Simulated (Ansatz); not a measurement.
`[OH][Sn]([Cl])[Cl]` radical at its PBE0-D4/def2-TZVP geometry, where that method's forces vanish. The species carries charge 0 and has multiplicity 2. Sn: def2 effective core potential.

```csv
atom,x (Å),y (Å),z (Å)
O1,-1.236,0.631,-0.401
Sn2,0.058,-0.784,0.007
Cl3,1.445,-0.879,-1.864
Cl4,1.286,-0.043,1.864
H5,-1.553,1.075,0.394
```

(1) For each bond, give half the difference of the two atoms' forces along it (eV/Å; positive pushes the atoms apart) under PBE-D4, r2SCAN-D4, B3LYP-D4, ωB97M-V in def2-TZVPP. (An estimate is asked.)

Results:

(1) The calculation gave: 
| bond | length (Å) | PBE-D4 | r2SCAN-D4 | B3LYP-D4 | ωB97M-V |
| --- | --- | --- | --- | --- | --- |
| O1–Sn2 | 1.961 | 0.49 | 0.15 | 0.31 | -0.05 |
| O1–H5 | 0.963 | 0.37 | 0.03 | -0.04 | -0.04 |
| Sn2–Cl3 | 2.330 | 0.29 | 0.09 | 0.27 | -0.06 |
| Sn2–Cl4 | 2.347 | 0.25 | 0.07 | 0.26 | -0.06 |

B3LYP here is the variant with VWN-RPA as its local correlation; programs differ in this.

Computed with Ansatz.
